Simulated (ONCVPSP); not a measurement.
# Plane-wave convergence, ONCV potential for Mn (Z = 25)

- Element: manganese
- Generator: ONCVPSP 4.0.1
- Type: optimised norm-conserving Vanderbilt (ONCV)
- Functional: LDA (Perdew-Wang 92)
- Relativity: scalar-relativistic
- Frozen core: [Ar]
- Valence charge: 7
- Reference configuration: 3d5 4s2
- Partial waves: 4s: rc 2.40 bohr, ncon 4, nbas 8, qcut 2.1 1/bohr, 2 projectors, debl 1.3 Ha; p scattering state at 0.29 Ha: rc 2.55 bohr, ncon 5, nbas 9, qcut 3.3 1/bohr, 3 projectors, debl 2.7 Ha; 3d: rc 1.00 bohr, ncon 4, nbas 8, qcut 8.2 1/bohr, 2 projectors, debl 0.7 Ha; f scattering state at 0.26 Ha: rc 2.40 bohr, ncon 4, nbas 8, qcut 5.4 1/bohr, 1 projector
- Local potential: polynomial inside 1.00 bohr (lpopt 5, dvloc0 3 Ha)
- Core correction: Teter function, fcfact 2.25, rcfact 1.6

In the p channel the program set the typed energies aside and used 0.050, 2.750, 5.450 Ha.

Task: For each optimised wave give the share of its norm inside rc, the residual kinetic energy above qcut (Ha) and the cutoffs (Ha) for errors of 10, 1, 0.1 and 0.01 mHa per electron.

Result:

| wave | norm inside rc | residual KE | 10 mHa | 1 mHa | 0.1 mHa | 0.01 mHa |
| --- | --- | --- | --- | --- | --- | --- |
| 4s | 0.320 | 7.3e-03 | 1.9 | 11.9 | 27.7 | 32.4 |
| s projector 2 | 0.134 | 7.6e-02 | 3.7 | 9.9 | 26.1 | 32.7 |
| p projector 1 | 0.341 | 5.6e-05 | 1.0 | 3.3 | 5.1 | 14.6 |
| p projector 2 | 0.134 | 1.9e-02 | 5.8 | 11.6 | 43.1 | 51.9 |
| p projector 3 | 0.138 | 1.8e-01 | 24.1 | 58.8 | 65.9 | 70.8 |
| 3d | 0.469 | 1.3e-01 | 189.1 | 236.4 | 307.9 | not reached |
| d projector 2 | 0.072 | 2.6e-02 | 39.8 | 223.6 | 310.1 | 398.4 |
| f projector 1 | 0.006 | 5.0e-08 | 0.8 | 1.8 | 4.6 | 8.4 |

The occupied waves need 236 Ha and 308 Ha for 1 and 0.1 mHa. Rows with under 1 % of the norm inside rc give no meaningful cutoff. Note: ghosts flagged at negative energy: s at -26.2 eV; GHOST(+) flagged for p at 164.9 eV. A true bound ghost makes a file unfit for plane-wave use. Its largest configuration-test error is -389 meV.
